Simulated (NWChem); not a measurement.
Species: HS2, doublet; SMILES S[S]

```xyz
3

S      0.0124    -1.0382     0.0000
S      0.0671     0.9570     0.0000
H     -1.2730     1.2990     0.0000
```
Atoms are numbered in this order, from 1.

Program: NWChem. Pople sets run with spherical d functions. Spin-unrestricted. In the optimisation the excess spin sits in a" (Cs, its own frame). The geometry was optimised at PBE-D3(BJ)/def2-SVP, spin-unrestricted. No stability test was run on the SCF state.

For level PBE0/6-311G**:

- dipole (D): 1.85

Problem. How do the values read with level PBE0/6-31G* instead?

Solution. 
* **dipole (D)**: 1.75
